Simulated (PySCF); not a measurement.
Zn(NH2)(SeH) (H₃NSeZn), SMILES [SeH][Zn][NH2]. Atoms are numbered in the order given.

```xyz
6

Zn    -0.0189     0.8539     0.0000
N      0.1197     2.6788     0.0000
H     -0.2457     3.1624    -0.8202
H     -0.2457     3.1624     0.8202
Se     0.0484    -1.4462     0.0000
H     -1.4275    -1.5221     0.0000
```
Charge 0, spin multiplicity 1.

The structure is a stationary point at B3LYP-D3(BJ)/def2-SVP. The structure was generated by enumeration; whether it is a known compound was not checked. Other conformers were not sampled.

The numbers are results of PySCF with PBE/def2-TZVPD, not measurements.

```yaml
total_energy: -4236.88418 hartree
point_group: Cs
highest_occupied_level: -5.87 eV
lowest_empty_level: -1.71 eV
orbital_gap: 4.16 eV
dipole_moment: 1.70 D
quadrupole, principal values (traceless, Buckingham form, about the centre of nuclear charge): -3.95, 0.62, 3.32 D·Å
mean_static_polarisability: 70.4 bohr³ (10.44 Å³)
polarisability_principal_values: 56.5, 57.0, 97.8 bohr³
```
